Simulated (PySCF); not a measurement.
Molecule: `FC[C@@H]1C=CO[C@@H](F)C1`, C$_{6}$H$_{8}$F$_{2}$O.

Bonds (- single, = double, # triple, : aromatic): F1-C2, C2-C3, C3-C4, C4=C5, C5-O6, O6-C7, C7-F8, C7-C9, C9-C3. C2 carries H10, H11; C3 carries H12; C4 carries H13; C5 carries H14; C7 carries H15; C9 carries H16, H17. Stereochemistry as in FC[C@@H]1C=CO[C@@H](F)C1. H17 is cis to C2 on the ring; H10 is pro-R; H11 is pro-S; H16 is trans to C2 on the ring.

Frames of a GFN2-xTB Langevin trajectory at 300 K; GIAO PBE0/pcSseg-1 shieldings in PySCF, gas phase, non-relativistic; equivalent atoms averaged within each frame.

Scale: $^{19}$F (170.95 ppm) vs CFCl3; $^{13}$C (186.93 ppm) and $^{1}$H (31.72 ppm) against TMS; $^{17}$O (336.08 ppm) against H2O (reference shieldings calculated alike). The references are static minima.

Q: How do the shifts (ppm) fluctuate along the trajectory?

A: 
```csv
time (fs),F8,F1,C5,C7,C4,C2,C3,C9,O6,H15
250,-99.1,-252.3,149.5,117.1,109.8,90.1,37.1,29.9,163.6,6.45
425,-136.5,-264.2,149.3,119.7,109.8,84.3,31.0,32.3,167.9,6.86
625,-94.0,-266.6,151.9,120.3,117.0,88.4,35.7,27.9,168.1,5.80
800,-154.5,-256.5,157.4,117.8,116.7,86.4,39.1,39.7,175.1,6.53
1000,-151.4,-229.4,146.7,108.9,113.0,100.6,36.2,33.6,159.6,6.90
mean of frames,-127.1,-253.8,150.9,116.8,113.3,90.0,35.8,32.7,166.8,6.51
standard deviation,28.8,14.8,4.0,4.6,3.5,6.3,3.0,4.5,5.8,0.44
```

5 frames give an uncertainty of the mean of about the standard deviation over 2.2 at best, since frames this close in time may not be independent; classical motion lacks zero-point vibration, and the reference would need the same averaging.
